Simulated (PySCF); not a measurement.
BGeH5O2. Atoms are numbered in the order given.

```xyz
9

B     -1.0146     0.1147     0.3641
Ge     0.9399    -0.1020    -0.3355
H      1.1363    -1.4538    -1.0486
H      1.3081     0.9975    -1.3514
H      1.9657    -0.0467     0.8139
O     -1.3768    -0.2696     1.6186
H     -0.6474    -0.6159     2.1406
O     -2.0054     0.6324    -0.4127
H     -1.7083     0.9056    -1.2852
```

The structure is a stationary point at ωB97X-D3(BJ)/def2-SVP. This is a generated structure with no PubChem entry under its InChIKey; it may be hypothetical. The values are those of a single conformer.

Computed with TDDFT-PBE0/def2-SVPD (PySCF).

Vertical excitations. 

Computed UV-visible absorptions:
```
state  energy (eV)  λ (nm)      f                                                                  main pairs
-----  -----------  ------  -----  --------------------------------------------------------------------------
S1            6.45     192  0.018                                            HOMO→LUMO 71 %, HOMO→LUMO+1 26 %
S2            6.73     184  0.034                                            HOMO→LUMO+1 72 %, HOMO→LUMO 27 %
S3            7.31     170  0.008                                                            HOMO→LUMO+2 94 %
S4            7.97     156  0.046                                          HOMO→LUMO+3 66 %, HOMO−1→LUMO 24 %
S5            8.00     155  0.011                                        HOMO−2→LUMO 53 %, HOMO−2→LUMO+1 39 %
S6            8.11     153  0.067                                          HOMO−1→LUMO 67 %, HOMO→LUMO+3 13 %
S7            8.14     152  0.003  HOMO−3→LUMO 55 %, HOMO−2→LUMO+1 17 %, HOMO−3→LUMO+1 12 %, HOMO−2→LUMO 11 %
S8            8.25     150  0.077  HOMO−2→LUMO+1 36 %, HOMO−2→LUMO 24 %, HOMO−3→LUMO+1 19 %, HOMO−3→LUMO 12 %
S9            8.40     148  0.079                                        HOMO−1→LUMO+1 63 %, HOMO→LUMO+6 22 %
S10           8.40     148  0.006                                        HOMO→LUMO+5 74 %, HOMO−3→LUMO+1 11 %
T1            5.48     226      0                                            HOMO→LUMO 54 %, HOMO→LUMO+1 43 %
T2            6.51     190      0                                            HOMO→LUMO+1 53 %, HOMO→LUMO 44 %
T3            6.84     181      0                                                            HOMO→LUMO+2 90 %
T4            7.16     173      0                                        HOMO−3→LUMO 50 %, HOMO−3→LUMO+1 39 %
```
Triplets are in the Tamm–Dancoff approximation, which puts them higher than full response would, so one can lie above its singlet here.
